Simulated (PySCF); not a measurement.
**Continuum solvent and chemical shifts**

Atom-mapped SMILES (the numbers label the heavy atoms): `[F:1][C:2]([F:3])([F:4])/[CH:5]=[C:6]1[CH:7]=[C:8]/1[Cl:9]`; H(Xn) means a hydrogen on atom n.

GIAO PBE0/pcSseg-1 in PySCF 2.14 on one PBE0-D3(BJ)/def2-SVP conformer, non-relativistic, equivalent nuclei averaged. Solvents enter as an IEF-PCM continuum (chloroform with ε = 4.7, water with ε = 78.4) around the gas-phase geometry. Shifts are referred to CFCl3, TMS computed in the same medium.

In chloroform, δ in ppm: F1/F3/F4 -72.7, C8 148.6, C7 133.8, C2 132.9, C6 131.6, C5 73.5, H(C7) 7.96, H(C5) 4.60. Dipole moment 5.24 D.

Task: How does each δ change in the more polar medium?

Result: 
```
   atoms                      environment  Δδ, water
F1/F3/F4          fluorine of a CF3 group       +0.3
      C8  fully substituted alkene carbon       -0.3
      C7                        alkene CH       +1.6
      C2                       CF3 carbon       +0.6
      C6  fully substituted alkene carbon       +1.3
      C5                        alkene CH       -0.8
   H(C7)         hydrogen on an alkene CH      +0.17
   H(C5)         hydrogen on an alkene CH      +0.05
```

Changes are relative to chloroform. The dipole moment becomes 5.56 D in water.

Task: Which nuclei move most (in ppm), and what does the model miss?

Result: C7 (alkene CH, +1.6 ppm) in water. A continuum only polarises the solute; specific hydrogen bonds, the anisotropy of aromatic solvents and changes of geometry or conformer are outside it.
